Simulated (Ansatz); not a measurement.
The cluster Mo₃⁺. Total charge 1; doublet. Geometry r2SCAN-D4/def2-TZVP, that of the neutral singlet; atoms count from 1.

```xyz
3

Mo   -0.663    1.125    0.220
Mo    0.572   -0.086   -1.036
Mo    0.091   -1.039    0.816
```

In the def2 sets Mo takes a core potential; there is no spin–orbit coupling. The charge 1 doublet is spin-contaminated (final ⟨S²⟩ up to 1.39, 0.75 for a pure state). The structure comes from a short search, and lower isomers may exist.

Question: Estimate the Mulliken populations from the PBE0/def2-TZVP orbitals of Ansatz.

Answer: 
| atom | charge (e) | spin (α − β) | d electrons |
| --- | --- | --- | --- |
| Mo1 | 0.35 | 0.64 | 4.85 |
| Mo2 | 0.31 | -1.44 | 4.80 |
| Mo3 | 0.34 | 1.80 | 4.83 |
Mulliken values depend strongly on the basis.

Question: Where does the spin sit?

Answer: Summed by element: Mo 1.00, of 1 unpaired in all. Largest on single atoms: Mo3 1.80, Mo2 -1.44, Mo1 0.64.

Question: And the Mayer bond orders between heavy atoms (over 0.3)?

Answer: Mo1–Mo2 2.67 (2.14 Å); Mo1–Mo3 2.09 (2.37 Å); Mo2–Mo3 2.58 (2.14 Å).
